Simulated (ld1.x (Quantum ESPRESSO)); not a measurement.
**What one change does to a pseudopotential (Ge (Z = 32), RRKJ)**

* Element: Ge (Z = 32)
* Generator: ld1.x (Quantum ESPRESSO) 7.5
* Type: norm-conserving RRKJ (Kleinman–Bylander form)
* Functional: LDA (PZ)
* Relativity: fully relativistic
* Frozen core: [Ar] 3d10
* Valence charge: 4
* Reference configuration: 4s1 4p3
* Partial waves: 4p (bound): rc 1.70 bohr; 4s (bound): rc 1.20 bohr
* Local potential: the s channel
* Core correction: Bessel-smoothed model core inside 1.00 bohr

Open shells are filled in proportion to 2j + 1 (rel_dist='average').

All-electron outer shells of the reference configuration (LDA (PZ), scalar-relativistic, ld1.x):

```csv
shell,level (eV),outermost node (bohr),outermost maximum (bohr)
3p,-117.15,0.23,0.54
3d,-31.27,–,0.50
4s,-12.91,0.77,1.71
4p,-4.73,0.82,2.14
```

Change: wave 4p (bound): rc 1.70 bohr becomes 4p (bound): rc 1.54 bohr.

Cutoffs: the cutoffs (Ry, on a coarse ladder) from which the occupation-weighted sum of valence levels, in a spherical-Bessel basis at the reference potential, stays within 10 and 1 mRy of its value at 400 Ry; they do not see the model core or the augmentation charge, which bear on the density cutoff. Errors are all-electron minus pseudo energies relative to the spin-unpolarised reference configuration.

Problem. What does the change do?

Solution. The potential gets neither clearly harder nor softer (50 Ry and 160 Ry → 50 Ry and 160 Ry); both files keep a bound ghost (p); of the 7 tests that both files solve, the error grows in 0 and shrinks in 3 by more than 15 % and 0.3 meV (median size 17.1 → 14.6 meV). Less of the atom is replaced, so other configurations are described better.

```csv
quantity,base,changed
"cutoff, loose",50 Ry,50 Ry
"cutoff, tight",160 Ry,160 Ry
loose cutoff by channel (10 mRy a level),"p 15 Ry, s 50 Ry","p 6 Ry, s 50 Ry"
bound ghosts,"p3/2, p1/2","p3/2, p1/2"
"error for 4s2 4p2, meV [ΔE -8.04 eV]",-17,-15
"error for 4s2 4p1, meV [ΔE -0.40 eV]",-14,-10
"error for 4s2 4p0, meV [ΔE 15.32 eV]",-29,-23
"error for 4s1 4p0, meV [ΔE 50.54 eV]",-139,-147
"error for 4s2 4p2.3, meV [ΔE -8.97 eV]",-18,-16
"error for 4s2 4p1.5, meV [ΔE -5.15 eV]",-15,-12
"error for 4s1 4p2, meV [ΔE 8.37 eV]",-6.7,-7.2
```

 A true bound ghost makes a file unfit for plane-wave use even where its test errors are small: the radial tests pick states by their node count and pass the ghost by.
